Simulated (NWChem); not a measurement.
System meant: WHF₅; SMILES [F][WH]([F])([F])([F])[F]

Here is an NWChem input.

```
start job
memory heap 200 mb stack 900 mb global 1100 mb
geometry units angstroms noautoz
  W      0.000000     0.000000     0.013412
  F      1.822999    -0.087475     0.168478
  F      0.000000     0.000000    -1.882637
  F     -1.822999     0.087475     0.168478
  F      0.087475     1.822999     0.168478
  F     -0.087475    -1.822999     0.168478
  H      0.000000     0.000000     1.740094
end
basis spherical
  W library def2-svp
  F library def2-svp
  H library def2-svp
end
dft
  xc b3lyp
  iterations 150
  mulliken
end
task dft energy
```

End of the output:

```
          Convergence Information
          -----------------------
          Convergence aids based upon iterative change in
          total energy or number of iterations.
          Levelshifting, if invoked, occurs when the
          HOMO/LUMO gap drops below (HL_TOL):  1.00D-02
          DIIS, if invoked, will attempt to extrapolate
          using up to (NFOCK): 10 stored Fock matrices.

                    Damping( 0%)  Levelshifting(0.5)       DIIS
                  --------------- ------------------- ---------------
          dE  on:    start            ASAP                start
          dE off:    2 iters        150 iters           150 iters

      Screening Tolerance Information
      -------------------------------
          Density screening/tol_rho:  1.00D-10
          AO Gaussian exp screening on grid/accAOfunc:  14
          CD Gaussian exp screening on grid/accCDfunc:  20
          XC Gaussian exp screening on grid/accXCfunc:  20
          Schwarz screening/accCoul:  1.00D-08

      Superposition of Atomic Density Guess
      -------------------------------------

      charge =      74.0 W (Tungsten)

      symmetry species            s     p     d     f
      number of basis functions = 7     6     5     1
      number of cont. functions = 6     3     2     1
      number of closed shells   = 6     4     2     1
      number of open shells     = 0     0     1     0
      open shell occupation     = 0     0     4     0
 ------------------------------------------------------------------------
 atomscf:atomd: error in atom scf                   0
 ------------------------------------------------------------------------
 ------------------------------------------------------------------------
  current input line :
    22: task dft energy
 ------------------------------------------------------------------------
 ------------------------------------------------------------------------
 This error has not yet been assigned to a category
 ------------------------------------------------------------------------
 For more information see the NWChem manual at https://nwchemgit.github.io

0:atomscf:atomd: error in atom scf:Received an Error in Communication
```

What is wrong, and how is it mended?

The program stopped with an error. Cause: the def2 basis of a heavy element holds valence functions alone and wants its effective core potential (without it all electrons must fit into that basis). This input runs:
```
start job
memory heap 200 mb stack 900 mb global 1100 mb
geometry units angstroms noautoz
  W      0.000000     0.000000     0.013412
  F      1.822999    -0.087475     0.168478
  F      0.000000     0.000000    -1.882637
  F     -1.822999     0.087475     0.168478
  F      0.087475     1.822999     0.168478
  F     -0.087475    -1.822999     0.168478
  H      0.000000     0.000000     1.740094
end
basis spherical
  W library def2-svp
  F library def2-svp
  H library def2-svp
end
ecp
  W library def2-ecp
end
dft
  xc b3lyp
  iterations 150
  mulliken
end
task dft energy
```
It converges to -566.72430 Ha (B3LYP/def2-SVP with def2 effective core potentials on W).
